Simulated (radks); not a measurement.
All-electron atom: Bi2+ in [Hg] 6p1.

Calculated with a radial shooting solver on a logarithmic mesh with Libxc functionals: Dirac Kohn-Sham, PBEsol, spin-unpolarised, spherical densities, point nucleus; open shells fill j = l - 1/2 first.

Energy parts (hartree):
total: -21574.9251
kinetic: 25237.8818
electron-nucleus: -54666.6182
Hartree: 8246.1748
exchange-correlation: -392.3635

Orbitals (lengths in bohr, moments of r in powers of bohr):
[
 {"orbital": "1s1/2", "occ.": "2", "eigenvalue (hartree)": "-3326.142", "<r^2>": "0.0003461", "<r^4>": "3.328e-07", "<1/r>": "103.4"},
 {"orbital": "2s1/2", "occ.": "2", "eigenvalue (hartree)": "-597.5960", "<r^2>": "0.005187", "<r^4>": "0.00004745", "<1/r>": "25.61"},
 {"orbital": "2p1/2", "occ.": "2", "eigenvalue (hartree)": "-574.1484", "<r^2>": "0.003644", "<r^4>": "0.00002791", "<1/r>": "25.54"},
 {"orbital": "2p3/2", "occ.": "4", "eigenvalue (hartree)": "-488.9281", "<r^2>": "0.004824", "<r^4>": "0.00004567", "<1/r>": "20.24"},
 {"orbital": "3s1/2", "occ.": "2", "eigenvalue (hartree)": "-144.7004", "<r^2>": "0.03360", "<r^4>": "0.001711", "<1/r>": "9.382"},
 {"orbital": "3p1/2", "occ.": "2", "eigenvalue (hartree)": "-134.1184", "<r^2>": "0.03050", "<r^4>": "0.001479", "<1/r>": "9.288"},
 {"orbital": "3p3/2", "occ.": "4", "eigenvalue (hartree)": "-115.0387", "<r^2>": "0.03682", "<r^4>": "0.002123", "<1/r>": "7.901"},
 {"orbital": "3d3/2", "occ.": "4", "eigenvalue (hartree)": "-97.72016", "<r^2>": "0.02803", "<r^4>": "0.001386", "<1/r>": "7.802"},
 {"orbital": "3d5/2", "occ.": "6", "eigenvalue (hartree)": "-93.67508", "<r^2>": "0.02973", "<r^4>": "0.001543", "<1/r>": "7.496"},
 {"orbital": "4s1/2", "occ.": "2", "eigenvalue (hartree)": "-33.68031", "<r^2>": "0.1606", "<r^4>": "0.03717", "<1/r>": "3.990"},
 {"orbital": "4p1/2", "occ.": "2", "eigenvalue (hartree)": "-29.08302", "<r^2>": "0.1626", "<r^4>": "0.03907", "<1/r>": "3.879"},
 {"orbital": "4p3/2", "occ.": "4", "eigenvalue (hartree)": "-24.37734", "<r^2>": "0.1935", "<r^4>": "0.05515", "<1/r>": "3.398"},
 {"orbital": "4d3/2", "occ.": "4", "eigenvalue (hartree)": "-16.90708", "<r^2>": "0.2001", "<r^4>": "0.06293", "<1/r>": "3.204"},
 {"orbital": "4d5/2", "occ.": "6", "eigenvalue (hartree)": "-16.02898", "<r^2>": "0.2106", "<r^4>": "0.06966", "<1/r>": "3.096"},
 {"orbital": "4f5/2", "occ.": "6", "eigenvalue (hartree)": "-6.33110", "<r^2>": "0.2292", "<r^4>": "0.1014", "<1/r>": "2.766"},
 {"orbital": "4f7/2", "occ.": "8", "eigenvalue (hartree)": "-6.12930", "<r^2>": "0.2356", "<r^4>": "0.1072", "<1/r>": "2.725"},
 {"orbital": "5s1/2", "occ.": "2", "eigenvalue (hartree)": "-6.40839", "<r^2>": "0.7744", "<r^4>": "0.8601", "<1/r>": "1.671"},
 {"orbital": "5p1/2", "occ.": "2", "eigenvalue (hartree)": "-4.81358", "<r^2>": "0.8828", "<r^4>": "1.149", "<1/r>": "1.549"},
 {"orbital": "5p3/2", "occ.": "4", "eigenvalue (hartree)": "-3.90422", "<r^2>": "1.071", "<r^4>": "1.702", "<1/r>": "1.372"},
 {"orbital": "5d3/2", "occ.": "4", "eigenvalue (hartree)": "-1.68299", "<r^2>": "1.674", "<r^4>": "4.645", "<1/r>": "1.093"},
 {"orbital": "5d5/2", "occ.": "6", "eigenvalue (hartree)": "-1.57176", "<r^2>": "1.795", "<r^4>": "5.362", "<1/r>": "1.052"},
 {"orbital": "6s1/2", "occ.": "2", "eigenvalue (hartree)": "-1.11732", "<r^2>": "4.805", "<r^4>": "34.07", "<1/r>": "0.6224"},
 {"orbital": "6p1/2", "occ.": "1", "eigenvalue (hartree)": "-0.76992", "<r^2>": "6.663", "<r^4>": "67.38", "<1/r>": "0.5236"},
 {"orbital": "6p3/2", "occ.": "0", "eigenvalue (hartree)": "-0.66969", "<r^2>": "8.162", "<r^4>": "100.4", "<1/r>": "0.4677"},
 {"orbital": "6d3/2", "occ.": "0", "eigenvalue (hartree)": "-0.31697", "<r^2>": "19.29", "<r^4>": "572.9", "<1/r>": "0.3013"},
 {"orbital": "6d5/2", "occ.": "0", "eigenvalue (hartree)": "-0.30945", "<r^2>": "20.21", "<r^4>": "626.3", "<1/r>": "0.2944"},
 {"orbital": "7s1/2", "occ.": "0", "eigenvalue (hartree)": "-0.35613", "<r^2>": "25.36", "<r^4>": "902.3", "<1/r>": "0.2667"}
]

The highest occupied level is 6p1/2 at -20.951 eV. Summed over all electrons, <r^2> = 48.69 bohr^2, which gives a Langevin (diamagnetic) susceptibility term of -38.6 x 10^-6 cm^3/mol.
